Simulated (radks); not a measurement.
The numbers below are computed, except where a source is named.
Mean orbital radii <r> (bohr) of the neon ion Ne+, [He] 2s2 2p5, at several levels of relativity; Dirac values are averaged over j with weights 2j + 1. Spin-unpolarised spherical Kohn-Sham, LDA (Slater exchange, Perdew-Wang correlation), point nucleus unless stated (finite: rms radius 3.0055 fm), a radial shooting solver on a logarithmic mesh with Libxc functionals. A level marked "c x" has the speed of light scaled by that factor and shares open shells by 2j + 1; other Dirac levels either fill j = l - 1/2 first or share by 2j + 1.

shell  non-rel.  scalar-rel.  Dirac, low j first  Dirac, 2j+1 shares, finite nucleus  change of magnitude, last against first (%)
1s       0.1589       0.1587              0.1587                              0.1587                                        -0.16
2s       0.8701       0.8686              0.8686                              0.8686                                        -0.18
2p       0.8835       0.8833              0.8834                              0.8833                                        -0.02
